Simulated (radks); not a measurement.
Problem. All-electron atom: neutral iron in [Ar] 3d8 (not the ground configuration). Calculated with a radial shooting solver on a logarithmic mesh with Libxc functionals: scalar-relativistic Kohn-Sham, PBE, spin-polarised, spherical densities, point nucleus; open shells are filled with parallel spins first. Some entries of the table are withheld. Estimate them.

orbital  occ.  eigenvalue (eV)  r(max) (bohr)
1s down     1        -6991.896        0.03827
1s up       1        -6991.889        0.03827
2s up       1        -812.1533         0.2224
2s down     1        -811.2915         0.2223
2p up       3        -690.8709         0.1798
2p down     3        -690.2195         0.1797
3s up       1              (1)         0.7021
3s down     1              (2)         0.7024
3p up       3              (3)         0.7157
3p down     3              (4)         0.7164
3d up       5              (5)         0.7284
3d down     3              (6)         0.7352

Solution. 
(1) 3s up eigenvalue (eV): -87.7229
(2) 3s down eigenvalue (eV): -85.7057
(3) 3p up eigenvalue (eV): -53.9548
(4) 3p down eigenvalue (eV): -51.9762
(5) 3d up eigenvalue (eV): -2.5058
(6) 3d down eigenvalue (eV): -0.9288
